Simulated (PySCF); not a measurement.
## Cu: ionisation energy

Cu [Ar] 3d10 4s1 (2S) → Cu+ [Ar] 3d10 (1S), as a difference of total energies. All numbers are calculated (PySCF 2.14, no relativity, point nucleus, in pcseg-2 (6s4p3d2f1g, 56 functions)). Correlated levels: valence: [Ar] frozen. The calculations carry no spin-orbit coupling.

| method | ionisation energy (eV) |
| --- | --- |
| UHF | 6.410 |
| MN15 | 7.578 |
| PBE0 | 7.717 |
| MP2 (valence) | 7.303 |
| SCS-MP2 (valence) | 7.159 |

Question: How much does correlation contribute at MP2 (valence)?

Answer: 7.303 − (6.410) = 0.893 eV, measured against UHF.

These non-relativistic numbers lack the scalar-relativistic shift.

Errors of the correlated levels include the incompleteness of this basis and the frozen core.

For comparison: 7.726 eV (measured; NIST Atomic Spectra Database, ionization energies).
